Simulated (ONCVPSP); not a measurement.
**Building the ONCV potential for Fe (Z = 26) (PBEsol, scalar-relativistic).**

- Element: iron (Fe)
- Generator: ONCVPSP 4.0.1
- Type: optimised norm-conserving Vanderbilt (ONCV)
- Functional: PBEsol
- Relativity: scalar-relativistic
- Frozen core: [Ne]
- Valence charge: 16
- Reference configuration: 3s2 3p6 3d6 4s2
- Partial waves: 3s+4s: rc 1.50 bohr, ncon 4, nbas 8, qcut 7.8 1/bohr, 2 projectors; 3p: rc 0.85 bohr, ncon 3, nbas 6, qcut 11.3 1/bohr, 1 projector; 3d: rc 1.70 bohr, ncon 5, nbas 9, qcut 8.1 1/bohr, 2 projectors, debl 0.7 Ha
- Local potential: polynomial inside 0.60 bohr (lpopt 3, dvloc0 1 Ha)
- Core correction: Teter function, fcfact 4.75, rcfact 1.45

All-electron outer shells of the reference configuration (PBEsol, scalar-relativistic, ld1.x):

```
shell  level (eV)  outermost node (bohr)  outermost maximum (bohr)
   2p     -697.99                      –                      0.18
   3s      -93.77                   0.33                      0.70
   3p      -59.92                   0.30                      0.72
   3d       -7.53                      –                      0.71
   4s       -5.31                   1.00                      2.41
```

Does the generator finish with these settings?

Yes, a potential is produced and its reference levels are reproduced.

Estimate the cutoffs (Ha) at which the residual kinetic energy of the hardest occupied pseudo-wave falls to 1 and 0.1 mHa per electron.

45 Ha and 92 Ha.

Does the potential have ghost states?

No bound ghost flagged; no localised positive-energy state flagged.

Tests: 3s2 3p6 3d6 4s1; 3s2 3p6 3d6 4s0; 3s2 3p6 3d5 4s0; 3s1 3p6 3d6 4s2. Which has the largest error in its energy relative to the reference configuration, and how large is it?

3s1 3p6 3d6 4s2, with -596 meV (all-electron minus pseudo) on +101.63 eV.
